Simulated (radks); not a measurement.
Species: Ce I. Configuration: [Xe] 4f1 5d1 6s2. Method: Dirac Kohn-Sham, PBE, spin-unpolarised, spherical densities, finite nucleus; open shells are shared between the two j in proportion to 2j + 1; Fermi nuclear charge, rms radius 4.8771 fm; computed with a radial shooting solver on a logarithmic mesh with Libxc functionals. Some entries of the table are withheld. Estimate them.

orbital,occ.,eigenvalue (hartree),<1/r> (bohr^-1)
1s1/2,2,-1478.471,63.34
2s1/2,2,-236.6303,14.93
2p1/2,2,-223.4211,14.91
2p3/2,4,-207.0094,13.51
3s1/2,2,(1),(2)
3p1/2,2,-45.35998,5.302
3p3/2,4,-42.13476,4.952
3d3/2,4,-32.34998,(3)
3d5/2,6,-31.65743,(4)
4s1/2,2,-10.31091,2.233
4p1/2,2,-8.23242,2.129
4p3/2,4,-7.53979,2.015
4d3/2,4,-4.12720,(5)
4d5/2,6,-4.00584,(6)
5s1/2,2,(7),0.8759
5p1/2,2,-0.92345,0.7731
5p3/2,4,-0.82259,0.7322
4f5/2,0.428571,-0.20462,1.214
4f7/2,0.571429,-0.19243,1.203
6s1/2,2,-0.13760,0.2893
5d3/2,0.4,-0.11684,0.4553
5d5/2,0.6,-0.10943,0.4443

Answer. 
(1) 3s1/2 eigenvalue (hartree): -50.95536
(2) 3s1/2 <1/r> (bohr^-1): 5.389
(3) 3d3/2 <1/r> (bohr^-1): 4.817
(4) 3d5/2 <1/r> (bohr^-1): 4.728
(5) 4d3/2 <1/r> (bohr^-1): 1.797
(6) 4d5/2 <1/r> (bohr^-1): 1.768
(7) 5s1/2 eigenvalue (hartree): -1.48961
